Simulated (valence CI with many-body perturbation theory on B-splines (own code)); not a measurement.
# Questions on Br XV

Method: configuration interaction combined with many-body perturbation theory (CI+MBPT): three valence electrons over a frozen Dirac-Fock core [Ar], radial functions for each j: 7 s, 7 p, 8 d, 6 f, 4 g, 1 h, with the one-electron correlation potential Σ1, the two-electron term Σ2, the three-electron term Σ3, Breit, model QED; selected CI, second order for the rest, scaled by the run's own slope (own B-spline code, finite nucleus).

No measured levels were compared; by estimate terms of the open shell hold to 2 to 4 % of their energy, and close levels can change places. Only levels of the ground parity were solved; by the run's estimate the other parity begins above the list, which can be wrong where configurations are misplaced.

Rates and lifetimes use the calculated energies. Strong lines usually hold to 10 to 20 %, long lifetimes can be off by a factor of two.

(1) What is the ground level?

(2) How is the term ⁴F of the ground level split?

(3) What is the ionisation energy?

(4) How well does LS coupling describe the low levels?

## Answers

(1) 3d³ ⁴F_3/2, composition 97 % 3d³ ⁴F + 3 % 3d³ ²D, g = 0.409.

(2) J = 3/2 at 0.000, J = 5/2 at 0.602, J = 7/2 at 1.296, J = 9/2 at 2.014 eV.

(3) 482.26 eV; NIST lists 481 ± 3 eV (theoretical).

(4) Among the lowest 19 levels the leading LS term, summed over configurations, holds 89 % on average. For single configurations the figures are 89 % in LS and 68 % in jj coupling. Terms mix most in the J = 3/2 level at 7.206 eV, where the leading one holds 55 %.
